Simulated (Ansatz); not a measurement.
`C[N]=[Ta]([CH3])([OH])[N](C)C` at its PBE0-D4/def2-TZVP geometry, where that method's forces vanish. Charge 0, multiplicity 1. Ta takes the def2 core potential.

```xyz
21

C    -1.6565   -2.4714    1.0783
N    -0.9838   -1.2360    0.9045
Ta   -0.1966    0.3463    0.7752
C     1.7183    0.1051    1.7924
O    -1.1406    1.8138    1.5844
N     0.2153    0.6219   -1.1420
C     0.0387   -0.2348   -2.2881
C     0.7259    1.9300   -1.5005
H    -1.8800   -2.9410    0.1123
H    -1.0457   -3.1791    1.6513
H    -2.6075   -2.3486    1.6106
H     2.2962   -0.7250    1.3766
H     2.3261    1.0149    1.7097
H     1.5699   -0.1000    2.8582
H    -1.9611    1.9191    2.0622
H    -0.6538    0.2108   -3.0165
H    -0.3599   -1.1996   -1.9773
H     0.9931   -0.4044   -2.8053
H     1.7184    1.8588   -1.9646
H     0.8257    2.5737   -0.6178
H     0.0579    2.4456   -2.2036
```

Q: What forces (eV/Å) does r2SCAN-D4/def2-TZVPP give on these atoms in Ansatz? (Best estimate.)

A: The calculation gave: 
```
C1  -0.073 -0.125  0.024
N2  -0.095 -0.226 -0.001
Ta3  0.190  0.296  0.005
C4   0.021  0.001  0.008
O5  -0.009  0.110  0.030
N6  -0.015 -0.073  0.073
C7  -0.033 -0.129 -0.158
C8   0.057  0.172 -0.003
H9  -0.004 -0.008  0.004
H10 -0.008 -0.007 -0.002
H11 -0.003 -0.012 -0.001
H12  0.005  0.009  0.016
H13  0.000 -0.010  0.005
H14  0.012 -0.001 -0.007
H15 -0.049 -0.001  0.027
H16  0.001  0.005 -0.010
H17  0.005  0.012  0.003
H18  0.001  0.005 -0.006
H19  0.001 -0.001 -0.006
H20 -0.004 -0.017  0.009
H21 -0.002  0.002 -0.010
```
